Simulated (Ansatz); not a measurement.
Total energies of Cd9Te9H24 from Ansatz at PBE0-D4/def2-TZVP, gas phase (1 Eh = 27.2114 eV = 2625.5 kJ/mol). The reference geometry is relaxed at r2SCAN-D4/def2-SVP.

Cartesian coordinates in Å:
```
Cd -5.928 -2.796 0.305
Te -2.814 -4.360 -0.540
Te -3.377 -0.511 0.420
Cd -1.786 -0.529 2.836
Cd 0.256 -3.819 -0.907
Te 0.501 -2.295 1.560
Te -0.163 1.866 2.886
Cd 1.338 2.579 5.882
Cd 3.313 -1.558 1.438
Te 3.232 0.114 4.094
Cd -2.573 0.599 -2.128
Te -0.137 -1.385 -2.452
Te -0.880 2.894 -1.639
Cd 0.954 3.205 0.577
Cd 2.628 -0.582 -2.868
Te 2.713 0.721 -0.268
Cd -0.286 4.901 -4.351
Te 1.876 2.042 -4.419
H -5.762 -3.227 1.921
H -6.272 -2.496 -1.314
H -2.542 -5.755 0.332
H -2.904 -5.249 -1.948
H -4.285 0.814 0.865
H -2.234 -1.377 4.238
H 1.002 -5.269 -1.355
H 0.658 -3.587 2.600
H -1.458 2.905 3.031
H 0.492 1.389 6.715
H 2.265 3.829 5.245
H 4.686 -2.545 1.473
H 3.596 -1.214 5.034
H 4.852 0.496 3.991
H -3.470 0.395 -3.557
H -0.380 -2.105 -3.935
H -2.088 3.808 -0.945
H 2.067 4.483 0.692
H 3.861 -1.366 -3.719
H 4.262 1.325 -0.377
H -1.426 4.126 -5.314
H 0.876 5.819 -3.556
H 1.859 1.258 -5.891
H 3.475 2.456 -4.650
```

```
                 state   geometry  energy (Eh)
      charge 0 singlet  reference  -3936.71896
      charge 1 doublet  reference  -3936.44291
     charge -1 doublet  reference  -3936.76363
free Cd atom (singlet)          –   -167.77479
free Te atom (triplet)          –   -267.99464
 free H atom (doublet)          –     -0.50104
```

In the def2 sets Cd, Te take a core potential; there is no spin–orbit coupling. Single mean-field runs in def2-TZVP are fitted with def2-universal-jkfit.

Question: Work out the vertical ionisation energy to the doublet.

Answer: E(charge 1 doublet) − E(charge 0 singlet) = -3936.44291 − (-3936.71896) = 0.27605 Eh = 7.51 eV. For comparison, −ε of the highest occupied level is 6.48 eV at this level, 1.03 eV less.

Question: Work out the vertical electron affinity, to the doublet.

Answer: E(charge 0 singlet) − E(charge -1 doublet) = -3936.71896 − (-3936.76363) = 0.04467 Eh = 1.22 eV. The basis lacks diffuse functions, which makes affinities too small.

Question: Give the fundamental gap IE − EA, the Mulliken electronegativity (IE + EA)/2 and the hardness (IE − EA)/2.

Answer: From the values in Eh: IE − EA = 0.27605 − 0.04467 = 0.23138 Eh = 6.30 eV; (IE + EA)/2 = 4.36 eV; (IE − EA)/2 = 3.15 eV. The HOMO–LUMO gap of the same run is 4.44 eV, 1.86 eV smaller than the fundamental gap.

Question: What is the binding energy per atom against free atoms?

Answer: Atoms: 9 × (-167.77479) + 9 × (-267.99464) + 24 × (-0.50104) = -3933.94983 Eh. Binding: -3933.94983 − (-3936.71896) = 2.76913 Eh = 75.35 eV, or 1.79 eV for each of 42 atoms (no zero-point energy, no counterpoise term).
